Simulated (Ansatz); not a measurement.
Mulliken charges of `[OH][W]([F])([F])([F])([Cl])[Cl]` from B3LYP/def2-TZVPP in Ansatz (PBE0-D4/def2-TZVP geometry).

```json
{"atom": "O1", "x (Å)": "-0.604", "y (Å)": "-1.400", "z (Å)": "0.189", "charge (e)": "-0.294"}
{"atom": "W2", "x (Å)": "0.214", "y (Å)": "0.220", "z (Å)": "-0.060", "charge (e)": "1.209"}
{"atom": "F3", "x (Å)": "0.737", "y (Å)": "0.321", "z (Å)": "1.709", "charge (e)": "-0.250"}
{"atom": "F4", "x (Å)": "-0.181", "y (Å)": "0.234", "z (Å)": "-1.865", "charge (e)": "-0.250"}
{"atom": "F5", "x (Å)": "0.827", "y (Å)": "1.949", "z (Å)": "-0.260", "charge (e)": "-0.239"}
{"atom": "Cl6", "x (Å)": "-1.818", "y (Å)": "1.205", "z (Å)": "0.438", "charge (e)": "-0.228"}
{"atom": "Cl7", "x (Å)": "2.247", "y (Å)": "-0.680", "z (Å)": "-0.560", "charge (e)": "-0.176"}
{"atom": "H8", "x (Å)": "-1.422", "y (Å)": "-1.848", "z (Å)": "0.410", "charge (e)": "0.228"}
```

**Question.** By hand: the dipole of these point charges (1 e Å = 4.8032 D).

**Answer.** Σ q r = (-0.206, -0.503, 0.065) e Å, of length 0.547 e Å = 2.63 D.

**Question.** How does the dipole of the full density compare? (Estimate.)

**Answer.** The calculation gave: (-0.321, -0.573, 0.096) e Å, 3.19 D; the point charges give 0.82 times that, at 7° from its direction.

Point charges leave out the atoms' own dipoles, such as those of lone pairs, and Mulliken's split depends on the basis, so the two needn't agree.

B3LYP here is the variant with VWN-RPA as its local correlation; programs differ in this.
